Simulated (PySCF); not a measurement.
C6H13As.
Atom-mapped SMILES: `[CH3:1][AsH:2][CH2:3][CH:4]1[CH2:5][CH2:6][CH2:7]1`

Method used: delta-SCF UKS SCAN, pcX-2 on the ionised atom, pcseg-1 elsewhere, spin-free X2C in PySCF 2.14.0. Vertical ΔSCF values, vacuum level as zero.

Some binding energies are withheld.

```csv
atom(s),bonded to,level,binding energy (eV)
C1,3 H and As,C 1s,?
C3,"C, 2 H and As",C 1s,?
C4,3 C and H,C 1s,290.34
C5/C7,2 C and 2 H,C 1s,290.21
C6,2 C and 2 H,C 1s,290.33
```

Problem. Fill in C 1s for C3.

Solution. 290.04 eV (chain CH2 carbon). The nearest listed C 1s value is that of C5/C7; the shift against it is -0.17 eV.

Problem. What is the C 1s binding energy of C1?

Solution. 290.21 eV (methyl carbon). The nearest listed C 1s value is that of C5/C7; the shift against it is 0.00 eV.

Lowest listed C 1s: C3, bonded to C, 2 H and As. Highest, 0.30 eV above it: C4, bonded to 3 C and H. The widest gap between neighbouring values is 0.17 eV, between 290.04 and 290.21 eV. Summing the Pauling electronegativity differences to the bonded atoms, each weighted by its formal bond order, gives -1.07 for the lowest site and -0.35 for the highest; no listed site has a larger sum than the highest. The smallest sum, -1.42, belongs to C1, 0.17 eV above the lowest. The values 290.21 and 290.21 eV; the values 290.33 and 290.34 eV lie too close for their order to be trusted.

Problem. Which photon energy gives electrons from C 1s of C5/C7 a kinetic energy of 20 eV, and what is their de Broglie wavelength?

Solution. hν = 290.21 + 20 = 310.21 eV, recoil neglected; λ = 12.264 Å/√(E/eV) = 2.74 Å.

One atom of each set of topologically equivalent atoms was ionised and stands for the set; in this conformer not all members are related by symmetry, and their own values weren't computed. No level of arsenic is listed. Isolated species at its PBE0-D3(BJ)/def2-SVP geometry (one conformer only).

The values belong to the conformer `[CH3:1][AsH:2][CH2:3][CH:4]1[CH2:5][CH2:6][CH2:7]1`: C1–As2–C3–C4 -75°, As2–C3–C4–C5 -169°.
